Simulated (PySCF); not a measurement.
**Radial density of Sc¹⁷⁺ (scandium, charge +17)**

UHF, [He] 2s2, closed-shell 1S. Computed with PySCF 2.14 in an even-tempered Gaussian basis (19 s from 3.4 bohr⁻², ratio 2.2; 9 p from 5.4 bohr⁻², ratio 2.4; 6 d from 16 bohr⁻², ratio 2.4; 5 f from 24 bohr⁻², ratio 2.4; 4 g from 36 bohr⁻², ratio 2.4), with scalar relativity by spin-free X2C-1e.

| r (bohr) | 4πr²ρ (e/bohr) |
| --- | --- |
| 0.000968 | 0.09416 |
| 0.00163 | 0.2467 |
| 0.00274 | 0.6358 |
| 0.00461 | 1.592 |
| 0.00775 | 3.796 |
| 0.0130 | 8.311 |
| 0.0219 | 15.71 |
| 0.0369 | 23.05 |
| 0.0620 | 21.79 |
| 0.104 | 10.16 |
| 0.176 | 5.695 |
| 0.295 | 7.116 |
| 0.497 | 1.647 |
| 0.835 | 0.02437 |

Densities and radii are taken from the X2C orbitals without a picture-change correction, which distorts them close to the nucleus.
